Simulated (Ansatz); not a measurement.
Cost and result for the atomization energy of C5H11Br (`CCCCCBr`) (17 atoms, 16 bonds).

Cartesian coordinates in Å:
```
C -0.4464 1.3585 2.1258
C -0.3489 1.2073 0.6180
C 0.0882 -0.1843 0.1920
C 0.1864 -0.3380 -1.3149
C 0.6404 -1.7000 -1.7792
Br -0.6567 -3.1012 -1.3678
H -1.1657 0.6502 2.5460
H -0.7655 2.3640 2.4089
H 0.5187 1.1691 2.6040
H 0.3533 1.9482 0.2178
H -1.3196 1.4336 0.1620
H -0.6156 -0.9251 0.5859
H 1.0610 -0.4159 0.6441
H 0.9124 0.3867 -1.7078
H -0.7738 -0.0962 -1.7819
H 0.7676 -1.7441 -2.8588
H 1.5643 -2.0128 -1.2941
```

The species carries charge 0 and has multiplicity 1. Correlated methods include outer-core shells of Br, which these sets cover unevenly. Scalar relativity is left out up to krypton. Geometry: relaxed with PBE0-D4/def2-TZVP. It is one conformer, not always the lowest. Program: Ansatz. All runs use 2 threads of an AMD EPYC 7R13 on a shared host and a share of an NVIDIA H100 80 GB. Times are those of one run each, without the atoms' runs, and a repeat can differ threefold. Electronic energies, without spin–orbit coupling; frozen cores. CCSD(T)/CBS adds CCSD(T) − MP2 in def2-TZVPP to the MP2 limit, and its time is that of the two runs behind it. T1 = 0.008. With those shells the extrapolation isn't a true limit.

CCSD(T)/CBS is a level of theory with its own doubt, some kJ/mol a heavy atom from the limit and from the frozen cores, so smaller differences don't rank the functionals.

```
                             level  functions  wall time  atomization (kJ/mol)  difference from CCSD(T)/CBS  per bond
                  CCSD(T)/def2-SVP        157        8 s                6297.7                       -253.8     -15.9
               PBE-QIDH/def2-TZVPP        357      8.5 s                6549.4                         -2.1      -0.1
                BLYP-D4/def2-TZVPP        357      8.5 s                6499.8                        -51.7      -3.2
                PBE0-D4/def2-TZVPP        357      8.5 s                6595.2                         43.7       2.7
   PBE-D4/def2-TZVPP (with forces)        357      9.5 s                6662.5                        111.0       6.9
r2SCAN-D4/def2-TZVPP (with forces)        357      9.5 s                6561.8                         10.3       0.6
             r2SCANh-D4/def2-TZVPP        357      9.5 s                6540.2                        -11.3      -0.7
                 B2PLYP/def2-TZVPP        357       10 s                6479.7                        -71.8      -4.5
                    MP2/def2-QZVPP        704       12 s                6556.5                          5.0       0.3
               BHLYP-D4/def2-TZVPP        357       13 s                6406.7                       -144.8      -9.1
           CAM-B3LYP-D4/def2-TZVPP        357       13 s                6566.3                         14.8       0.9
                CCSD(T)/def2-TZVPP        357       25 s                6412.4                       -139.1      -8.7
                 CCSD(T)/CBS(def2)          –       36 s                6551.5                          0.0       0.0
```

At CCSD(T), def2-SVP lies −253.8 kJ/mol from the extrapolated value and def2-TZVPP −139.1 kJ/mol: correlation converges slowly with the basis, and small sets miss more of it in the bonded molecule than in its fragments. The D4 term adds +54.0 kJ/mol with B3LYP and +28.8 kJ/mol with PBE0; it sums over pairs of atoms, weighted by their polarisabilities, and B3LYP, whose exchange is more repulsive, gets the larger term. From r2SCAN to r2SCAN0 (25 % exact exchange), in def2-TZVPP and without D4, the atomization energy moves by −53.2 kJ/mol: exact exchange takes away binding that semilocal exchange gives to molecules.

B3LYP here is the variant with VWN-RPA as its local correlation; programs differ in this.
